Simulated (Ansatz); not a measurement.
## Pulling the pair apart

The pair of K⁺ (SMILES [K+], atom 1) and CH3I (SMILES CI, atoms 2–6), both closed shells, in one local arrangement (a lower one may exist), relaxed at PBE0-D4/def2-TZVP:

K1  (0.078, -0.248, -3.717)
C2  (0.123, 0.170, 0.894)
I3  (-1.091, -0.891, -0.512)
H4  (0.039, 1.228, 0.671)
H5  (-0.289, -0.064, 1.870)
H6  (1.140, -0.195, 0.794)
(Å)

CH3I is shifted rigidly along the line between the mean atom positions of the two fragments (negative: closer). Counterpoise interaction energies in kJ/mol. Program: Ansatz 0.2.0. Basis: def2-TZVPPD. Cores are frozen in the correlated methods. Filled d shells of the heavier atoms are correlated. Core potentials replace the inner electrons of the atoms past krypton. The outer core shell of Li, Na, Mg and K is correlated. The def2 sets are not built for correlating such inner shells, so the correlated values are less sure here. B3LYP uses VWN-RPA correlation.

| shift (Å) | PBE-D4 | B3LYP-D4 | MP2 |
| --- | --- | --- | --- |
| -0.35 | -41.2 | -38.9 | -32.9 |
| -0.17 | -47.3 | -45.6 | -39.8 |
| 0.00 | -49.0 | -47.7 | -42.1 |
| 0.17 | -48.1 | -47.3 | -41.6 |
| 0.42 | -45.3 | -45.4 | -38.4 |
| 0.87 | -40.2 | -43.2 | -30.5 |
| 1.74 | -23.9 | -26.0 | -18.5 |
| 3.47 | -9.3 | -9.8 | -8.3 |

(1) What does CCSD(T) give at these shifts? (To be estimated.)

The T1 diagnostic stays at or below 0.007.

Answers

(1) Computed: -30.4, -38.1, -40.9, -40.7, -37.9, -30.2, -18.3, -8.2 kJ/mol. For zero shift, CCSD(T) at an estimated basis limit (MP2 extrapolated from triple and quadruple zeta, plus CCSD(T) − MP2 in triple zeta) gives -46.6 kJ/mol. These are counterpoise interaction energies, counted from the two frozen fragments.

For scale, one of the runs: CCSD(T)/def2-TZVPPD, 183 basis functions, launched by `ansatz run in.yaml --threads 4 --pin off --events-out ev --progress --plain --max-ram 9574MiB`. Hardware: 4 CPU threads of an AMD EPYC 9R45, shared host. Wall time 14 s; peak host memory 2.1 GiB.
